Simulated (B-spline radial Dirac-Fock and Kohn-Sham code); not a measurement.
# Pm⁴²⁺: scattering cross sections and density moments

System: the Pm⁴²⁺ ion in the configuration [Ar] 3d1.

The computed values come from an atomic code on a B-spline grid: Dirac-Fock densities.

| Item | Value |
| --- | --- |
| Sum of ⟨r⟩ | 2.865 bohr |
| Sum of ⟨r²⟩ | 0.6482 bohr² |
| Sum of ⟨1/r⟩ | 311.12 per bohr |
| Langevin diamagnetic susceptibility | -0.513 × 10⁻⁶ cm³/mol |
| Lamb shielding (α²/3)Σ⟨1/r⟩ | 5523 ppm |

Coherent scattering is the Thomson cross section weighted by f₀², without anomalous dispersion; incoherent scattering is Klein-Nishina weighted by S. The Lamb formula is the non-relativistic shielding expression. Electron correlation is left out. A dash stands where the photon energy is too low for the impulse approximation behind that column.

```
hν (keV)  coherent (b)  incoherent (b)  incoherent per electron (b)
       2         238.6               –                            –
      10         206.0               –                            –
      30         97.32           3.935                        0.207
      50         53.67           5.513                        0.290
     100         19.66           6.775                        0.357
     200         6.174           6.664                        0.351
     500         1.145           5.248                        0.276
    1000        0.2990           3.942                        0.207
```

Incoherent scattering overtakes coherent scattering between 100 and 200 keV.
